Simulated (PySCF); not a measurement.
Isomers of C3H4F4Si, one GFN2-xTB conformer each. Single-point energies are computed at PBE0/pcSseg-1 (PySCF, gas phase, no added dispersion term), electronic only.

Question: Rank them by PBE0/pcSseg-1 energy, lowest first (kJ/mol).
A. `F/C([SiH3])=C\C(F)(F)F`
B. `FC(F)(F)[C@@]1(F)C[SiH2]1`
C. `[F:1][SiH2:2][CH2:3][C:4]([F:5])=[C:6]([F:7])[F:8]` with F1–Si2–C3–C4 -179°, Si2–C3–C4–F5 -69°

Answer: C (0.0), A (109.4), B (144.0).

As drawn, the lowest has an Si–F bond and a C=C bond outside aromatic rings, which the highest lacks; the highest has a three-membered ring, which the lowest lacks. GFN2-xTB itself gives, in the same order: 0.0, 160.3, 205.7. Both levels put the same isomer lowest; measured from each level's own lowest isomer, the values differ by up to 61.7 kJ/mol (FC(F)(F)[C@@]1(F)C[SiH2]1: 205.7 against 144.0).

Q: Which frontier levels, dipoles and rotational constants go with these structures?

A: 
```csv
SMILES,"HOMO (eV, PBE0/pcSseg-1)",LUMO (eV),dipole (D),"A, B, C (MHz)"
F[SiH2]CC(F)=C(F)F,-7.28,-0.12,0.33,"3304, 796.1, 693.1"
F/C([SiH3])=C\C(F)(F)F,-8.46,-1.18,3.68,"3521, 874.2, 805.0"
FC(F)(F)[C@@]1(F)C[SiH2]1,-7.78,-0.56,3.33,"2546, 1412, 1251"
```
